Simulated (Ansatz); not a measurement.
Input for Ansatz (a program for electronic structure): R-B3LYP/def2-TZVPPD on C2H9FSi (a complex), monomers drawn apart or pushed together. Files ending in .json are basis or fitting sets from the Basis Set Exchange.

Ansatz 0.2 input:
```yaml
crystal:
  periodic: [false, false, false]
  atoms:
    - {symbol: C, position_ang: [-0.14707147, -0.13374257, 0.50805806]}
    - {symbol: F, position_ang: [1.00170528, 0.15184835, 1.23919335]}
    - {symbol: H, position_ang: [-0.85898524, 0.68063974, 0.64403327]}
    - {symbol: H, position_ang: [0.12510908, -0.22828369, -0.54367246]}
    - {symbol: H, position_ang: [-0.57109689, -1.06838944, 0.87567335]}
    - {symbol: C, position_ang: [-0.88619813, -0.15785382, 7.32373050]}
    - {symbol: Si, position_ang: [-0.22588169, -0.03630442, 5.56948685]}
    - {symbol: H, position_ang: [-0.80088848, 0.80044881, 7.83972506]}
    - {symbol: H, position_ang: [-0.32942309, -0.89995993, 7.89918766]}
    - {symbol: H, position_ang: [-1.93825007, -0.44945939, 7.32705081]}
    - {symbol: H, position_ang: [-1.00248725, 0.97040672, 4.80588301]}
    - {symbol: H, position_ang: [-0.36056841, -1.34617329, 4.88710652]}
    - {symbol: H, position_ang: [1.20043491, 0.35939159, 5.58141487]}
basis:
  gaussian:
    orbitals: def2-TZVPPD.json
hamiltonian:
  xc: {name: B3LYP}
scf: {lower_state_search: off}
```

Output:

```
WARN ansatz: RAYON_NUM_THREADS=1 ignored (pool sized by the plan → 1); use --threads N
Functional definition: B3LYP
these checks for a lower state are left out or cut short: stability, starts, cluster_reference, orbital_swaps, neighbouring_geometries, increment
integrals: 0.24 GiB planned
1391 factors; their error is unknown
mean field: 1.98 GiB planned
mean field evaluation 1: about -12809.9230 eV, gradient 6.3e1 eV
mean field evaluation 2: about -12805.6425 eV, gradient 7.1e1 eV
mean field evaluation 4: about -12818.5075 eV, gradient 3.7e0 eV
mean field evaluation 8: about -12818.5308 eV, gradient 4.2e-2 eV
mean field evaluation 16: about -12818.5231 eV, gradient 1.2e-5 eV
mean field -12818.52308422 eV, -471.0720346380 hartree, gradient 3.0e-6 eV, S^2 0.000000; 0 other end points of the search recorded, 0 dependent functions left out
reference -12818.52344598 eV, -471.0720479326 hartree; 22, 22 occupied and 293, 293 virtual orbitals, 1391 factors
Total energy: -12818.52344598 eV, -471.0720479326 hartree
Checks for a lower state left out: stability, starts, cluster_reference, orbital_swaps, neighbouring_geometries, increment
```

The calculation finished and met its thresholds.

Cost: roughly 3 core-seconds.
